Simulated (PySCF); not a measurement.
SnF, SMILES [Sn+][F] (connectivity only; charge and spin as stated), charge +1, multiplicity 1. The structure is a stationary point at PBE-D3(BJ)/def2-TZVP. The multiplicity is an assumed one; other spin states were not compared. The def2 effective core potentials stand for the cores of Sn; spin–orbit coupling is left out.

All values below come from PBE-D3(BJ)/def2-TZVP (PySCF 2.14.0).

Harmonic wavenumbers (cm⁻¹): 654. Rotational constants (GHz): 8.551 (linear); symmetry number 1.

### Question
Work out the zero-point energy and the ideal-gas rigid-rotor harmonic-oscillator thermochemistry at 298.15 K and 1 atm.

### Answer
ZPE = ½ Σ hcν = ½ × 654 cm⁻¹ = 0.93 kcal/mol. H − E(el) = 3.09 kcal/mol. Entropy in cal/(mol K): translation 40.67, rotation 15.08, vibration 0.37, total 56.12. G − E(el) = -13.64 kcal/mol. Cp = 7.88 cal/(mol K).
